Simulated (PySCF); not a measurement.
B3LYP has the VWN-RPA correlation part, as in Gaussian. Excitations are Tamm–Dancoff values on a coarser integration grid. The basis has no diffuse functions, so Rydberg states are missing or too high.

Cartesian coordinates (Å):
SMILES: [F][Ga]([F])[F]
```xyz
4

F     -1.0955    -1.3426    -0.0548
Ga     0.0000     0.0000     0.0001
F      1.7089    -0.2786     0.0876
F     -0.6134     1.6212    -0.0328
```
Charge 0, spin multiplicity 1.

Q: Predict the total energy, LUMO, S1–T1 gap (TDA), HOMO–LUMO gap and HOMO from B3LYP-D3(BJ)/def2-TZVP (PySCF).

A: 
The total energy comes out as -2224.6915 Ha. The LUMO is -2.88 eV. The S1–T1 gap (TDA) is 0.37 eV, the HOMO–LUMO gap comes out as 8.58 eV and the HOMO is -11.46 eV.
